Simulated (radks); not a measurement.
Neutral krypton inside a hard spherical wall (all orbitals vanish at R), configuration held at [Kr] and not refilled when levels cross. Method: non-relativistic Kohn-Sham, r2SCAN, spin-unpolarised, spherical densities, point nucleus; meta-GGA in the generalised Kohn-Sham scheme; computed with a radial shooting solver on a logarithmic mesh with Libxc functionals. Eigenvalues in eV, with the zero of energy where the potential of the charges vanishes at infinity; a dash marks a level that is unbound or too diffuse for the functional's potential to be trusted. A positive occupied level is held by the wall or, in an anion where self-interaction has pushed it up, behind a barrier. The pressure on the wall is -dE/dV.

R (bohr)  E (hartree)  kinetic (hartree)    e(3p)    e(3d)    e(4s)   e(4p)  e(5s, empty)  e(5p, empty)  pressure (GPa)
free      -2753.80462           2752.251  -197.45  -84.805  -23.063  -9.682             -             -               0
20        -2753.80462           2752.251  -197.45  -84.805  -23.063  -9.682             -             -        < 0.0001
15        -2753.80462           2752.251  -197.45  -84.805  -23.063  -9.682             -             -        < 0.0001
12        -2753.80462           2752.251  -197.45  -84.805  -23.063  -9.682         0.513         1.696        < 0.0001
10        -2753.80462           2752.251  -197.45  -84.804  -23.063  -9.682         0.897         2.532        0.000258
8         -2753.80442           2752.254  -197.44  -84.789  -23.050  -9.670         1.840         4.358          0.0123
6         -2753.79857           2752.307  -197.16  -84.516  -22.838  -9.457         4.872         9.390           0.679
4         -2753.60422           2753.492  -193.23  -80.605  -20.004  -6.321        20.925        30.226            53.2
3.5       -2753.30395           2754.994  -189.44  -76.854  -17.237  -3.093        33.876        45.256             179
2         -2743.63270           2788.210  -146.52  -34.428   30.662  52.313        215.12        235.81           13600
